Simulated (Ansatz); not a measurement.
Input for Ansatz (development build ahead of 0.2.0):

```yaml
crystal:
  periodic: [false, false, false]
  atoms:
    - { symbol: Be, position_ang: [0.0, 0.0, 0.60435] }
    - { symbol: H, position_ang: [0.0, 0.0, -0.60435] }
basis:
  gaussian: { orbitals: STO-3G }
magnetization:
  initial_magnetization: 1
hamiltonian:
  xc: hf
correlation:
  method: ccsd_t
  frozen_orbitals: { Be: 0, H: 0 }
```

The input is written out in the form of the current development build from the run's settings. Correlation on restricted open-shell orbitals is semicanonical, with singles.

Output:

* Converged: yes
* Reference energy: -14.93129 hartree
* CCSD correlation energy: -0.01920 hartree
* Triples correction: -0.00024 hartree
* Total energy: -14.95073 hartree
* Spin squared of the determinant: 0.750
